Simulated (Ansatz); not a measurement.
```yaml
crystal:
  periodic: [false, false, false]
  atoms:
    - {symbol: Si, position_ang: [-0.090699, 1.559621, -0.404660]}
    - {symbol: O, position_ang: [-0.302563, 0.213399, 0.524921]}
    - {symbol: Sn, position_ang: [0.789539, -2.090520, -1.713256]}
    - {symbol: Cl, position_ang: [0.789539, -2.090520, -1.713256]}
    - {symbol: H, position_ang: [-1.082946, 1.232286, -1.504276]}
    - {symbol: H, position_ang: [-0.855073, 2.812930, 0.404474]}
    - {symbol: H, position_ang: [1.267302, 1.650240, -0.760309]}
    - {symbol: H, position_ang: [-1.143230, -2.535986, 1.045787]}
    - {symbol: H, position_ang: [1.422960, -1.896065, 1.293777]}
basis:
  gaussian: {orbitals: def2-TZVP}
hamiltonian: {xc: {name: r2SCANh}}
scf: {lower_state_search: full}
output: {forces: true}
```

```sh
$ ansatz run in.yaml --threads 4 --pin off --events-out ev --progress --plain --max-ram 10444MiB
```

Output, abridged:

```
Error: two nuclei lie on one point
```

Question: What is wrong with this run?

Answer: One atom was put on top of another. The input was rejected before any iteration.
